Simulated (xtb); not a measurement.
Mg(Et)(SH) (C2H6MgS), SMILES C[CH2][Mg][SH]. All values are semi-empirical tight-binding results from xtb (GFN2-xTB unless named), good for trends rather than for accurate numbers. Coordinates come from a GFN2-xTB optimisation. The structure was generated by enumeration; whether it is a known compound was not checked. One conformer was computed; it need not be the lowest.

Optimised geometry:

Bond lengths (Å): Mg1–C2 2.120, Mg1–S9 2.354, C2–C3 1.519, C2–H4 1.092, C2–H5 1.093, C3–H6 1.095, C3–H7 1.094, C3–H8 1.093, S9–H10 1.327. Bond angles (°): C2–Mg1–S9 121.9, Mg1–C2–C3 103.5, Mg1–C2–H4 113.8, Mg1–C2–H5 111.1, C3–C2–H4 110.2, C3–C2–H5 109.9, H4–C2–H5 108.3, C2–C3–H6 110.8, C2–C3–H7 110.8, C2–C3–H8 111.3, H6–C3–H7 108.2, H6–C3–H8 107.8, H7–C3–H8 107.9, Mg1–S9–H10 98.3.
Charge 0, spin multiplicity 1.

For metal compounds this method's bond lengths and energies can be far off.

Computed properties:
```
Item                                           Value
-------------------------------------  -------------
orbital gap                                  2.23 eV
zero-point energy                      43.7 kcal/mol
G − E(el) at 298.15 K (modified RRHO)  23.5 kcal/mol
```

Task: Give the atomic charges and the Wiberg bond orders between heavy atoms. (An estimate is asked for; the answer gives what the named calculation found.)

Result: charges (e) Mg1 0.43, C2 -0.18, C3 -0.10, H4 0.03, H5 0.03, H6 0.06, H7 0.05, H8 0.04, S9 -0.52, H10 0.15. Bond orders Mg1–C2 0.79, C2–C3 1.03, Mg1–S9 0.79.
